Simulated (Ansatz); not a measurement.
`C[SiH2][Al]1[CH2][SiH2]1` + `N[PH][AlH2]` → `C[SiH2]N[PH][AlH2]` + `[CH2]1[AlH][SiH2]1`  (cleavage of the Si–Al bond)

Gas-phase electronic energies from Ansatz, PBE0-D4/def2-TZVP geometries. CCSD(T)/CBS is the MP2 limit (def2-TZVPP, def2-QZVPP) plus CCSD(T) − MP2 in def2-TZVPP, frozen cores. Functionals use def2-TZVPP. B3LYP here is the variant with VWN-RPA as its local correlation; programs differ in this. Each species was taken in one conformer, which may not be the lowest.

`C[SiH2][Al]1[CH2][SiH2]1`:

```xyz
14

C     2.019   -0.495    2.151
Si    1.474   -1.092    0.455
Al   -0.436    0.134   -0.462
C    -1.711    0.132   -1.956
Si   -2.163    1.658   -0.884
H     1.216   -0.613    2.881
H     2.884   -1.065    2.499
H     2.293    0.561    2.120
H     1.134   -2.545    0.510
H     2.599   -0.952   -0.518
H    -2.474   -0.642   -2.055
H    -1.315    0.374   -2.946
H    -3.498    1.570   -0.231
H    -2.022    2.975   -1.563
```

`N[PH][AlH2]`:

Cartesian coordinates in Å:
```
N 1.223 -0.673 0.815
P 0.092 0.609 0.839
Al -0.801 0.687 -1.296
H 1.823 -0.710 1.624
H 0.927 -1.596 0.541
H -1.081 0.107 1.487
H -2.143 1.517 -1.472
H -0.041 0.058 -2.539
```

`C[SiH2]N[PH][AlH2]`:

Z-matrix (Å, degrees):
```
C
Si 1 1.862
H 1 1.093 2 110.4
H 1 1.093 2 110.5 3 -119.4
H 1 1.092 2 111.0 3 120.2
N 2 1.735 1 111.7 3 -59.1
H 2 1.489 1 111.4 3 -176.5
H 2 1.491 1 108.7 3 63.9
P 6 1.710 2 122.0 1 59.3
H 6 1.007 2 118.1 1 -128.5
Al 9 2.318 6 107.2 2 -148.7
H 9 1.427 6 104.7 2 108.5
H 11 1.588 9 120.1 6 22.3
H 11 1.587 9 117.7 6 -163.2
```

`[CH2]1[AlH][SiH2]1`:

Cartesian coordinates in Å:
```
C 0.264 -0.873 0.100
Al 1.264 0.802 0.061
Si -1.038 0.524 -0.142
H 0.426 -1.425 -0.834
H 0.144 -1.585 0.916
H 2.731 1.380 0.179
H -1.882 0.734 1.067
H -1.909 0.443 -1.346
```

CCSD(T)/CBS gives -10.9 kcal/mol.

Problem. Another level gave -12.7 kcal/mol. Which?
A. MP2/def2-TZVPP
B. CCSD(T)/def2-TZVPP
C. PBE/def2-TZVPP
D. B3LYP/def2-TZVPP

Solution. A. MP2/def2-TZVPP -12.7, B3LYP -9.2, CCSD(T)/def2-TZVPP -10.5, PBE -4.9 kcal/mol.

Largest T1 diagnostic among the species: 0.013.

From PBE to PBE0 (25 % exact exchange), in def2-TZVPP and without D4, ΔE moves by −1.6 kcal/mol. The D4 term adds −1.9 kcal/mol with B3LYP and −1.0 kcal/mol with PBE0; it sums over pairs of atoms, weighted by their polarisabilities, and B3LYP, whose exchange is more repulsive, gets the larger term.
